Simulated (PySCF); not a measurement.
## C⁺ (carbon, charge +1) across methods

[He] 2s2 3s1, 2S determinant (an excited configuration). All numbers are calculated (PySCF 2.14, scalar relativity by spin-free X2C-1e, in aug-cc-pCVQZ-DK (9s8p6d4f2g, 109 functions)).

```json
{"method": "BP86", "E (hartree)": "-36.9020", "mean ε 2s α (eV)": "-33.200", "mean ε 2s β (eV)": "-32.998", "mean ε 3s α (eV)": "-8.221", "Σ⟨r²⟩ (bohr²)": "24.07", "⟨S²⟩": "0.750"}
{"method": "PBE0", "E (hartree)": "-36.8624", "mean ε 2s α (eV)": "-34.855", "mean ε 2s β (eV)": "-34.567", "mean ε 3s α (eV)": "-8.676", "Σ⟨r²⟩ (bohr²)": "24.28", "⟨S²⟩": "0.750"}
{"method": "UHF", "E (hartree)": "-36.78402", "mean ε 2s α (eV)": "-39.213", "mean ε 2s β (eV)": "-38.709", "mean ε 3s α (eV)": "-9.812", "Σ⟨r²⟩ (bohr²)": "25.22", "⟨S²⟩": "0.750"}
{"method": "r2SCAN", "E (hartree)": "-36.8713", "mean ε 2s α (eV)": "-33.458", "mean ε 2s β (eV)": "-33.305", "mean ε 3s α (eV)": "-8.142", "Σ⟨r²⟩ (bohr²)": "24.51", "⟨S²⟩": "0.750"}
{"method": "PBE", "E (hartree)": "-36.8544", "mean ε 2s α (eV)": "-33.111", "mean ε 2s β (eV)": "-32.869", "mean ε 3s α (eV)": "-8.159", "Σ⟨r²⟩ (bohr²)": "24.09", "⟨S²⟩": "0.750"}
{"method": "BLYP", "E (hartree)": "-36.9058", "mean ε 2s α (eV)": "-32.997", "mean ε 2s β (eV)": "-32.810", "mean ε 3s α (eV)": "-7.939", "Σ⟨r²⟩ (bohr²)": "23.93", "⟨S²⟩": "0.750"}
{"method": "LDA", "E (hartree)": "-36.5218", "mean ε 2s α (eV)": "-32.979", "mean ε 2s β (eV)": "-32.735", "mean ε 3s α (eV)": "-8.082", "Σ⟨r²⟩ (bohr²)": "24.23", "⟨S²⟩": "0.750"}
{"method": "TPSS", "E (hartree)": "-36.9147", "mean ε 2s α (eV)": "-33.361", "mean ε 2s β (eV)": "-33.177", "mean ε 3s α (eV)": "-8.151", "Σ⟨r²⟩ (bohr²)": "24.21", "⟨S²⟩": "0.750"}
```

The outer electron is Rydberg-like, and this basis confines it to a smaller radius and binds it less than a complete one would.
